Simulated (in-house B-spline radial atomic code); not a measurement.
The outermost shell (largest non-relativistic mean radius) with and without relativity; Dirac values are averaged over j. Computed with a B-spline radial code for spherical atoms: non-relativistic Hartree-Fock and Dirac-Hartree-Fock, averages of the configuration (point nuclei without relativity, finite nuclei with it).

| ion | configuration | outermost shell | radius non-relativistic (bohr) | radius Dirac (bohr) | radius change (%) | level non-relativistic (eV) | level Dirac (eV) | spin-orbit splitting (eV) |
| --- | --- | --- | --- | --- | --- | --- | --- | --- |
| Al4+ | [He] 2s2 2p5 | 2s | 0.60183 | 0.60013 | -0.28266 | -199.295 | -199.9 | - |
| Si4+ | [He] 2s2 2p6 | ? | ? | ? | ? | ? | ? | ? |
| P4+ | [Ne] 3s1 | 3s | 1.6174 | 1.6133 | -0.25105 | -64.457 | -64.613 | - |
| S4+ | [Ne] 3s2 | ? | ? | ? | ? | ? | ? | ? |
| Cl4+ | [Ne] 3s2 3p1 | 3p | 1.456 | 1.4549 | -0.076529 | -66.967 | -66.982 | 0.19558 |
| Ar4+ | [Ne] 3s2 3p2 | 3p | 1.3449 | 1.3436 | -0.093994 | -73.221 | -73.245 | 0.26767 |

Q: Fill in the row of Si4+.

A: outermost shell: 2s; radius non-relativistic (bohr): 0.56149; radius Dirac (bohr): 0.55962; radius change (%): -0.33221; level non-relativistic (eV): -219.723; level Dirac (eV): -220.52.

Q: Fill in the row of S4+.

A: outermost shell: 3s; radius non-relativistic (bohr): 1.4871; radius Dirac (bohr): 1.4829; radius change (%): -0.28557; level non-relativistic (eV): -70.804; level Dirac (eV): -70.999.

Q: Which member changes most?

A: Silicon (Si4+): its 2s shell contracts by 0.3 %.
